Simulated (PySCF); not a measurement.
# `Clc1cpccp1` in a uniform electric field

Compound: C4H3ClP2.
Numbering: `[Cl:1][c:2]1[cH:3][p:4][cH:5][cH:6][p:7]1` (hydrogens: H8 on C3; H9 on C5; H10 on C6)

Cartesian coordinates in Å at the GFN2-xTB level; atoms count from 1:
```xyz
10
C4H3ClP2 angstrom
Cl     2.8552   -1.4065   -0.0318
C      1.2975   -0.6192   -0.0161
C      1.2863    0.7496    0.0103
P     -0.0923    1.8095    0.0318
C     -1.4207    0.6897    0.0124
C     -1.3910   -0.6807   -0.0135
P     -0.0282   -1.7590   -0.0346
H      2.2472    1.2538    0.0183
H     -2.3977    1.1629    0.0221
H     -2.3473   -1.1955   -0.0216
```

Level: CAM-B3LYP/def2-SVPD (PySCF); nuclei fixed, core orbitals frozen in the response. Permanent dipole (-1.590, 0.719, 0.016) D (1 au = 2.5417 D). Static polarisability (au):

```
x   128.33 -10.36  -0.27
y   -10.36 135.15   1.31
z    -0.27   1.31  65.87
```

Only the terms in μ and α are kept: μ(F) = μ + αF and ΔE = −μ·F − ½ F·αF.

Q: A field of 0.002 au (0.103 V/Å) is applied along each axis in both senses. Find the induced dipole, the size of the total dipole and the two energy terms.

A: 
| field along | induced x (D) | induced y (D) | induced z (D) | total size (D) | −μ·F (kJ/mol) | −½F·αF (kJ/mol) |
| --- | --- | --- | --- | --- | --- | --- |
| +x | 0.652 | -0.053 | -0.001 | 1.150 | +3.285 | -0.674 |
| −x | -0.652 | 0.053 | 0.001 | 2.371 | -3.285 | -0.674 |
| +y | -0.053 | 0.687 | 0.007 | 2.162 | -1.485 | -0.710 |
| −y | 0.053 | -0.687 | -0.007 | 1.538 | +1.485 | -0.710 |
| +z | -0.001 | 0.007 | 0.335 | 1.784 | -0.033 | -0.346 |
| −z | 0.001 | -0.007 | -0.335 | 1.770 | +0.033 | -0.346 |

Q: For the field (0.0004, -0.0008, 0.0008) au, what is the induced dipole, and what angle does it make with the field?

A: αF = (0.151, -0.283, 0.131) D, at 19.6° to the field. The polarisability along this direction, F·αF/F², is 106.92 au, against a mean of 109.78 au.

Q: Which field along μ doubles the dipole in that direction (linear response)?

A: The polarisability along the dipole is 137.28 au, so F = 0.6866 au / 137.28 au = 0.0050 au = 0.26 V/Å; higher-order terms are ignored.

Q: What field makes μF equal to kT at 400 K?

A: kT = 1.2667 × 10⁻³ Eh, so F = 0.00185 au = 9.49 MV/cm.

Q: Induction energy −ᾱe²/2R⁴ of a unit charge at 12 Å, the molecule taken as a point?

A: R = 22.68 bohr, so the energy is −109.8/(2 × 22.68⁴) Eh = -0.545 kJ/mol. The charge–dipole term at its most favourable orientation, −μe/R², is -3.51 kJ/mol.

Isolated species at its GFN2-xTB geometry, gas phase.
